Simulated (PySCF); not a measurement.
C₅H₄F₂, SMILES C=CC#CC(F)F. Atoms are numbered in the order given.

```xyz
11

C      3.4043     0.4139     0.0000
C      2.4251    -0.5016     0.0000
C      1.0381    -0.1879     0.0000
C     -0.1538     0.0417     0.0000
C     -1.5774     0.3784     0.0000
F     -2.1889    -0.1313     1.0911
F     -2.1889    -0.1313    -1.0911
H      4.4528     0.1079     0.0000
H      3.1854     1.4847     0.0000
H      2.6757    -1.5689     0.0000
H     -1.7312     1.4724     0.0000
```

Geometry optimised at PBE0-D3(BJ)/def2-SVP. This is a generated structure with no PubChem entry under its InChIKey; it may be hypothetical.

Method: B3LYP/pcSseg-1 run with PySCF.

GIAO shieldings, no solvent; atoms listed in one row are averaged. δ = σ(ref) − σ: ¹³C against TMS (σ = 181.3 ppm); ¹⁹F against CFCl3 (σ = 161.7 ppm); ¹H against TMS (σ = 31.68 ppm), references at their B3LYP-D3(BJ)/def2-TZVP geometries, non-relativistic.

```
nucleus   atoms  count  δ (ppm)
-------  ------  -----  -------
¹³C          C1      1    143.6
¹³C          C2      1    126.1
¹³C          C5      1    111.2
¹³C          C3      1     92.5
¹³C          C4      1     91.9
¹⁹F      F6, F7      2   -133.9
¹H          H11      1     6.70
¹H           H9      1     6.36
¹H          H10      1     6.26
¹H           H8      1     6.19
```
